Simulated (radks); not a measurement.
All-electron atom: Ne II in [He] 2s2 2p5.

All-electron calculation, scalar-relativistic Kohn-Sham, PBE, spin-unpolarised, spherical densities, finite nucleus; Fermi nuclear charge, rms radius 3.0055 fm. Program: a radial shooting solver on a logarithmic mesh with Libxc functionals.

Energy parts (eV):
| part | energy |
|---|---|
| total | -3488.159 |
| kinetic | 3488.138 |
| electron-nucleus | -8255.612 |
| Hartree | 1600.972 |
| exchange-correlation | -321.657 |

Orbitals (lengths in bohr, moments of r in powers of bohr; r(max) is where P^2 peaks; r(90%) holds 90 % of the orbital's charge):
orbital  occ.  eigenvalue (eV)     <r>  r(90%)  r(max)  <1/r>
1s          2        -853.4081  0.1579   0.283  0.1026  9.629
2s          2         -55.6502  0.8639    1.38  0.6718  1.692
2p          5         -32.2754  0.8834    1.52  0.6034  1.540

The highest occupied level is 2p at -32.275 eV. Summed over all electrons, <r^2> = 6.924 bohr^2, which gives a Langevin (diamagnetic) susceptibility term of -5.48 x 10^-6 cm^3/mol.
